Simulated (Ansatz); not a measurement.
Computed with Ansatz on PBE0-D4/def2-TZVP structures; ΔE is electronic, products minus reactants. CCSD(T)/CBS adds triple-zeta CCSD(T) − MP2 to the extrapolated MP2 energy (def2 sets, frozen cores). This one scheme is used for every species, atoms too. Functionals use def2-TZVPP. No spin–orbit coupling; open shells (•) take unrestricted orbitals. Spin–orbit coupling would lower the free atoms: a little for C, F, Si. Each species was taken in one conformer, which may not be the lowest.

Consider the atomization: `N[SiH]1N=C1F` → C• + F• + 3 H• + 2 N• + Si•.

`N[SiH]1N=C1F`:

Cartesian coordinates in Å:
```
N 0.034 1.403 0.510
Si 0.050 0.066 -0.512
N 0.998 -1.384 -0.134
C -0.250 -1.600 -0.020
F -0.817 -2.724 0.383
H 0.095 1.350 1.512
H -0.030 2.344 0.161
H -0.079 0.545 -1.900
```

```
         level  ΔE (kJ/mol)
    r2SCANh-D4       2965.8
    r2SCAN0-D4       2912.0
      PBE-QIDH       2963.3
        revPBE       2976.2
          PBE0       3000.7
         BHLYP       2836.3
MP2/def2-TZVPP       2980.8
 MP2/CBS(def2)       3097.0
```

Problem. What does CCSD(T)/CBS give? (Estimate.)

Solution. Computed: +2997.6 kJ/mol. The listed levels differ from it by -31.8, -85.6, -34.3, -21.4, 3.1, -161.3, -16.8, 99.4 kJ/mol.

Largest T1 diagnostic among the species: 0.014.

From BLYP to BHLYP (50 % exact exchange), in def2-TZVPP and without D4, ΔE moves by −177.7 kJ/mol: exact exchange takes away binding that semilocal exchange gives to molecules. Leaving LDA and LC-ωPBE aside and taking each functional with its dispersion term where it has one, the values, not all of them listed here, spread over 274.9 kJ/mol, from BHLYP-D4 to PBE-D4. LDA lies +451.0 kJ/mol from PBE without D4, its usual overbinding. The D4 term adds +25.1 kJ/mol with B3LYP and +12.9 kJ/mol with PBE0; it sums over pairs of atoms, weighted by their polarisabilities, and B3LYP, whose exchange is more repulsive, gets the larger term.

B3LYP here is the variant with VWN-RPA as its local correlation; programs differ in this.

For atomizations the MP2-based limit and the directly extrapolated one differ by several kJ/mol either way, and by 10 to 25 for some Ge, Se and Sn compounds, so smaller differences from it don't rank the levels.
